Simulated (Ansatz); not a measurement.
Ansatz (a program for electronic structure) input (HF/STO-3G):

Ansatz 0.2 input:
```yaml
crystal:
  periodic: [false, false, false]
  atoms:
    - {symbol: O, position_ang: [1.14632500, -0.77271000, 0.67402600]}
    - {symbol: Si, position_ang: [-0.00835500, -0.16987700, -0.33167100]}
    - {symbol: O, position_ang: [-1.44350000, -0.24778000, 0.45065500]}
    - {symbol: F, position_ang: [0.23417800, 1.38600800, -0.62329600]}
    - {symbol: H, position_ang: [2.04185900, -0.87053700, 0.33729900]}
    - {symbol: H, position_ang: [-1.65508700, -1.06133900, 0.91830000]}
basis:
  gaussian:
    orbitals: STO-3G
hamiltonian:
  xc: {name: HF}
magnetization: {spin_polarized: true, initial_magnetization: 1}
relax: {f_tol: 0.003, max_steps: 120}
```

Output:

```
Functional definition: HF
integrals: 0.00 GiB planned
373 factors; integrals over basis functions are off by at most 5.9e-6 eV
mean field: 0.07 GiB planned
mean field evaluation 1: about -14486.3369 eV, gradient 2.0e1 eV
mean field evaluation 2: about -14486.4180 eV, gradient 2.0e1 eV
mean field evaluation 4: about -14489.5799 eV, gradient 1.3e0 eV
mean field evaluation 8: about -14489.6099 eV, gradient 1.6e-2 eV
mean field -14489.60994325 eV, -532.4833440042 hartree, gradient 4.5e-5 eV, S^2 0.758497; 0 other end points of the search recorded, 0 dependent functions left out
the calculation of the forces begins
reference -14489.60994325 eV, -532.4833440042 hartree; 21, 20 occupied and 5, 6 virtual orbitals, 373 factors
relax step   1: F+E_penalty+E_count = -14489.60994325 eV  Δ(F+E_penalty+E_count) = +0.000e0 eV  max|allowed force component| = 1.937e0 eV/Å  Δτ_max = 0.0000 Å  (30 SCF iters, accepted)
these checks for a lower state are left out or cut short: starts, cluster_reference, orbital_swaps, neighbouring_geometries, increment
integrals: 0.00 GiB planned
373 factors; integrals over basis functions are off by at most 8.0e-6 eV
mean field: 0.07 GiB planned
mean field evaluation 16: about -14489.7598 eV, gradient 1.7e-4 eV
mean field -14489.75984435 eV, -532.4888527679 hartree, gradient 1.2e-5 eV, S^2 0.760098; 0 other end points of the search recorded, 0 dependent functions left out
the calculation of the forces begins
reference -14489.75984435 eV, -532.4888527679 hartree; 21, 20 occupied and 5, 6 virtual orbitals, 373 factors
relax step   2: F+E_penalty+E_count = -14489.75984435 eV  Δ(F+E_penalty+E_count) = -1.499e-1 eV  max|allowed force component| = 9.316e-1 eV/Å  Δτ_max = 0.0630 Å  (36 SCF iters, accepted)
these checks for a lower state are left out or cut short: starts, cluster_reference, orbital_swaps, neighbouring_geometries, increment
integrals: 0.00 GiB planned
373 factors; integrals over basis functions are off by at most 9.7e-6 eV
mean field: 0.07 GiB planned
mean field -14489.81738859 eV, -532.4909674799 hartree, gradient 1.3e-5 eV, S^2 0.761597; 0 other end points of the search recorded, 0 dependent functions left out
the calculation of the forces begins
reference -14489.81738859 eV, -532.4909674799 hartree; 21, 20 occupied and 5, 6 virtual orbitals, 373 factors
relax step   3: F+E_penalty+E_count = -14489.81738859 eV  Δ(F+E_penalty+E_count) = -5.754e-2 eV  max|allowed force component| = 1.982e-1 eV/Å  Δτ_max = 0.0385 Å  (37 SCF iters, accepted)
these checks for a lower state are left out or cut short: starts, cluster_reference, orbital_swaps, neighbouring_geometries, increment
integrals: 0.00 GiB planned
373 factors; integrals over basis functions are off by at most 1.0e-5 eV
mean field: 0.07 GiB planned
mean field evaluation 32: about -14489.8246 eV, gradient 1.3e-5 eV
mean field -14489.82458047 eV, -532.4912317765 hartree, gradient 1.3e-5 eV, S^2 0.761395; 0 other end points of the search recorded, 0 dependent functions left out
the calculation of the forces begins
reference -14489.82458047 eV, -532.4912317765 hartree; 21, 20 occupied and 5, 6 virtual orbitals, 373 factors
relax step   4: F+E_penalty+E_count = -14489.82458047 eV  Δ(F+E_penalty+E_count) = -7.192e-3 eV  max|allowed force component| = 1.620e-1 eV/Å  Δτ_max = 0.0228 Å  (29 SCF iters, accepted)
these checks for a lower state are left out or cut short: starts, cluster_reference, orbital_swaps, neighbouring_geometries, increment
integrals: 0.00 GiB planned
373 factors; integrals over basis functions are off by at most 1.1e-5 eV
mean field: 0.07 GiB planned
mean field -14489.82508738 eV, -532.4912504052 hartree, gradient 1.2e-5 eV, S^2 0.761206; 0 other end points of the search recorded, 0 dependent functions left out
the calculation of the forces begins
reference -14489.82508738 eV, -532.4912504052 hartree; 21, 20 occupied and 5, 6 virtual orbitals, 373 factors
relax step   5: F+E_penalty+E_count = -14489.82508738 eV  Δ(F+E_penalty+E_count) = -5.069e-4 eV  max|allowed force component| = 7.330e-2 eV/Å  Δτ_max = 0.0210 Å  (28 SCF iters, accepted)
these checks for a lower state are left out or cut short: starts, cluster_reference, orbital_swaps, neighbouring_geometries, increment
integrals: 0.00 GiB planned
373 factors; integrals over basis functions are off by at most 1.1e-5 eV
mean field: 0.07 GiB planned
mean field -14489.82597451 eV, -532.4912830064 hartree, gradient 1.2e-5 eV, S^2 0.761202; 0 other end points of the search recorded, 0 dependent functions left out
the calculation of the forces begins
reference -14489.82597451 eV, -532.4912830064 hartree; 21, 20 occupied and 5, 6 virtual orbitals, 373 factors
relax step   6: F+E_penalty+E_count = -14489.82597451 eV  Δ(F+E_penalty+E_count) = -8.871e-4 eV  max|allowed force component| = 2.994e-2 eV/Å  Δτ_max = 0.0123 Å  (29 SCF iters, accepted)
these checks for a lower state are left out or cut short: starts, cluster_reference, orbital_swaps, neighbouring_geometries, increment
integrals: 0.00 GiB planned
373 factors; integrals over basis functions are off by at most 1.1e-5 eV
mean field: 0.07 GiB planned
mean field -14489.82628195 eV, -532.4912943047 hartree, gradient 1.2e-5 eV, S^2 0.761181; 0 other end points of the search recorded, 0 dependent functions left out
the calculation of the forces begins
reference -14489.82628195 eV, -532.4912943047 hartree; 21, 20 occupied and 5, 6 virtual orbitals, 373 factors
relax step   7: F+E_penalty+E_count = -14489.82628195 eV  Δ(F+E_penalty+E_count) = -3.074e-4 eV  max|allowed force component| = 2.244e-2 eV/Å  Δτ_max = 0.0140 Å  (29 SCF iters, accepted)
these checks for a lower state are left out or cut short: starts, cluster_reference, orbital_swaps, neighbouring_geometries, increment
integrals: 0.00 GiB planned
373 factors; integrals over basis functions are off by at most 1.0e-5 eV
mean field: 0.07 GiB planned
mean field -14489.82658266 eV, -532.4913053555 hartree, gradient 1.2e-5 eV, S^2 0.761216; 0 other end points of the search recorded, 0 dependent functions left out
the calculation of the forces begins
reference -14489.82658266 eV, -532.4913053555 hartree; 21, 20 occupied and 5, 6 virtual orbitals, 373 factors
relax step   8: F+E_penalty+E_count = -14489.82658266 eV  Δ(F+E_penalty+E_count) = -3.007e-4 eV  max|allowed force component| = 1.832e-2 eV/Å  Δτ_max = 0.0196 Å  (28 SCF iters, accepted)
these checks for a lower state are left out or cut short: starts, cluster_reference, orbital_swaps, neighbouring_geometries, increment
integrals: 0.00 GiB planned
373 factors; integrals over basis functions are off by at most 1.0e-5 eV
mean field: 0.07 GiB planned
mean field evaluation 64: about -14489.8265 eV, gradient 1.4e-1 eV
mean field -14489.82668116 eV, -532.4913089753 hartree, gradient 1.3e-5 eV, S^2 0.761258; 0 other end points of the search recorded, 0 dependent functions left out
the calculation of the forces begins
reference -14489.82668116 eV, -532.4913089753 hartree; 21, 20 occupied and 5, 6 virtual orbitals, 373 factors
relax step   9: F+E_penalty+E_count = -14489.82668116 eV  Δ(F+E_penalty+E_count) = -9.850e-5 eV  max|allowed force component| = 5.781e-2 eV/Å  Δτ_max = 0.0222 Å  (28 SCF iters, accepted)
these checks for a lower state are left out or cut short: starts, cluster_reference, orbital_swaps, neighbouring_geometries, increment
integrals: 0.00 GiB planned
373 factors; integrals over basis functions are off by at most 1.0e-5 eV
mean field: 0.07 GiB planned
mean field -14489.82671205 eV, -532.4913101105 hartree, gradient 1.2e-5 eV, S^2 0.761269; 0 other end points of the search recorded, 0 dependent functions left out
the calculation of the forces begins
reference -14489.82671205 eV, -532.4913101105 hartree; 21, 20 occupied and 5, 6 virtual orbitals, 373 factors
relax step  10: F+E_penalty+E_count = -14489.82671205 eV  Δ(F+E_penalty+E_count) = -3.089e-5 eV  max|allowed force component| = 3.829e-3 eV/Å  Δτ_max = 0.0023 Å  (31 SCF iters, accepted)
these checks for a lower state are left out or cut short: starts, cluster_reference, orbital_swaps, neighbouring_geometries, increment
integrals: 0.00 GiB planned
373 factors; integrals over basis functions are off by at most 1.0e-5 eV
mean field: 0.07 GiB planned
mean field -14489.82671053 eV, -532.4913100545 hartree, gradient 1.2e-5 eV, S^2 0.761249; 0 other end points of the search recorded, 0 dependent functions left out
the calculation of the forces begins
reference -14489.82671053 eV, -532.4913100545 hartree; 21, 20 occupied and 5, 6 virtual orbitals, 373 factors
relax step  11: F+E_penalty+E_count = -14489.82671053 eV  Δ(F+E_penalty+E_count) = +1.523e-6 eV  max|allowed force component| = 1.178e-2 eV/Å  Δτ_max = 0.0009 Å  (31 SCF iters, rejected (line search))
these checks for a lower state are left out or cut short: starts, cluster_reference, orbital_swaps, neighbouring_geometries, increment
integrals: 0.00 GiB planned
373 factors; integrals over basis functions are off by at most 1.0e-5 eV
mean field: 0.07 GiB planned
mean field -14489.82671332 eV, -532.4913101572 hartree, gradient 1.2e-5 eV, S^2 0.761263; 0 other end points of the search recorded, 0 dependent functions left out
the calculation of the forces begins
reference -14489.82671332 eV, -532.4913101572 hartree; 21, 20 occupied and 5, 6 virtual orbitals, 373 factors
relax step  12: F+E_penalty+E_count = -14489.82671332 eV  Δ(F+E_penalty+E_count) = -1.272e-6 eV  max|allowed force component| = 9.625e-4 eV/Å  Δτ_max = 0.0004 Å  (31 SCF iters, accepted)
integrals: 0.00 GiB planned
373 factors; integrals over basis functions are off by at most 1.0e-5 eV
mean field: 0.07 GiB planned
mean field evaluation 96: about -14489.8267 eV, gradient 1.2e-5 eV
mean field -14489.82671332 eV, -532.4913101572 hartree, gradient 1.2e-5 eV, S^2 0.761263; 1 other end points of the search recorded, 0 dependent functions left out
the calculation of the forces begins
reference -14489.82671332 eV, -532.4913101572 hartree; 21, 20 occupied and 5, 6 virtual orbitals, 373 factors
Total energy: -14489.82671332 eV, -532.4913101572 hartree
Atom 0 at     1.089360    -0.833571     0.698153 Å, force    -0.000384    -0.000307     0.000962 eV/Å
Atom 1 at    -0.036483    -0.226097    -0.392552 Å, force    -0.000217     0.000205    -0.000348 eV/Å
Atom 2 at    -1.471466    -0.200463     0.473339 Å, force     0.000154     0.000542    -0.000203 eV/Å
Atom 3 at     0.319002     1.338978    -0.587208 Å, force    -0.000096    -0.000209     0.000082 eV/Å
Atom 4 at     1.992576    -0.741546     0.316336 Å, force     0.000876     0.000213    -0.000630 eV/Å
Atom 5 at    -1.577569    -1.073536     0.917246 Å, force    -0.000334    -0.000444     0.000136 eV/Å
Dipole moment:     0.190666    -0.414263    -0.360854 e Å
```

The geometry given is a B3LYP-D3(BJ)/def2-TZVP minimum.
